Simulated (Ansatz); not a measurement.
Members of the series B-XY, Y = silyl; each row names its spin state. Gas-phase values, no solvent. One relaxed conformer stands for each flexible species; it need not be the lowest. Strings in code marks are SMILES.

Quantity: adiabatic spin-state energy, in kcal/mol. The DFT solution of `[AlH2][B-][SiH3]` is unstable or spin-contaminated; the geometry comes from it.

Case: `[AlH2][B-][SiH3]`: multiplicity 3 minus multiplicity 1. The other species in the difference include `[AlH2][B-][SiH3]` (charge -1, multiplicity 1). Geometry of `[AlH2][B-][SiH3]` (charge -1, multiplicity 3, Å):

```xyz
8

Al     2.0300     0.2795     0.8916
B      0.2093     0.0243     0.0956
Si    -1.5537    -0.2162    -0.6913
H      3.0994    -0.9017     1.2280
H      2.6937     1.7045     1.3170
H     -2.6706    -0.3346     0.3175
H     -2.0465     0.8853    -1.6034
H     -1.7615    -1.4411    -1.5550
```

Question: What is the computed adiabatic spin-state energy (CAM-B3LYP/aug-cc-pVTZ // PBE0-D3(BJ)/def2-TZVPD (Ansatz, a first-principles code))?

Answer: -4.08 kcal/mol.
